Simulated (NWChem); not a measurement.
# silicon dioxide molecule (SiO2); SMILES O=[Si]=O

Program: NWChem. Medium grid unless said otherwise, to which SCAN and Minnesota functionals are sensitive. Coordinates come from a PBE0-D3(BJ)/def2-TZVP optimisation.

### Question
Order these by “orbital gap (eV)”, lowest first: B3LYP/def2-SVP; N12/def2-SVP; LRC-wPBEh/def2-SVP.

### Answer
N12/def2-SVP (4.10), B3LYP/def2-SVP (5.93), LRC-wPBEh/def2-SVP (10.14)
